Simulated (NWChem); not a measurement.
# AlH2SF; SMILES [F][AlH][SH]

```xyz
5

Al    -0.5037    -0.5956     0.0000
F      0.6116    -1.8288     0.0000
H     -2.0395    -0.9369     0.0000
S      0.2852     1.4287     0.0000
H     -0.9546     1.9704     0.0000
```
Atoms are numbered in this order, from 1.

Level: PBE0/def2-SVP (NWChem), optimised geometry, unscaled harmonic frequencies. 

Task: List the harmonic frequencies with IR intensities, and the thermochemistry.

Result: 
```
frequency (cm⁻¹)  IR intensity (km/mol)
----------------  ---------------------
190                                15.6
266                                 4.2
480                               151.1
484                                14.5
634                               170.1
689                                35.4
876                               144.9
2001                              134.6
2707                                0.7
```

| Item | Value |
|---|---|
| zero-point energy | 11.9 kcal/mol |
| thermal correction to the enthalpy at 298.15 K (with zero-point energy) | 15.4 kcal/mol |
| heat capacity Cv | 14.5 cal/(mol K) |
| entropy at 298.15 K and 1 atm (symmetry number 1) | 69.8 cal/(mol K) |
| dipole moment | 2.11 D |

Rigid rotor and harmonic oscillator.
